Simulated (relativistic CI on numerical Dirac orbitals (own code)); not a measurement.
Pt5+: 4d photoemission

Computed with this model: Dirac-Coulomb-Breit CI, KLI orbitals optimised for each configuration, model QED (radiative potential, 1s self-energy scaled to tabulated hydrogen-like ionisation energies), valence Slater integrals scaled by 0.8, multiplet model of photoemission in the sudden approximation; configurations [Xe] 4f14 5d5 → [Kr] 4d9 4f14 5s2 5p6 5d5; 300 K; Lorentzian 3.5 eV and Gaussian 0.6 eV FWHM. Energies are those of the free ion, without screening or charge transfer. The energies are binding energies and can lie tens of eV above those of solids. S is read from ⟨S²⟩ = S(S + 1).

free ion: ground-state S = 2.31, centroid 404.83 eV. Peaks (eV, height): 397.8 (100), 415.0 (65).

Strongest unbroadened transitions for free ion:

| Energy (eV) | Relative strength |
| --- | --- |
| 397.23 | 100.0 |
| 397.60 | 81.5 |
| 397.79 | 61.8 |
| 397.91 | 19.4 |
| 398.00 | 41.9 |
| 398.55 | 6.4 |
| 399.32 | 4.5 |
| 403.43 | 2.2 |
| 403.71 | 2.7 |
| 403.99 | 2.8 |
| 404.69 | 2.2 |
| 414.52 | 26.7 |
| 414.91 | 42.6 |
| 415.21 | 57.4 |
| 415.40 | 71.9 |
| 417.31 | 2.1 |
| 418.61 | 2.3 |
| 419.59 | 2.7 |
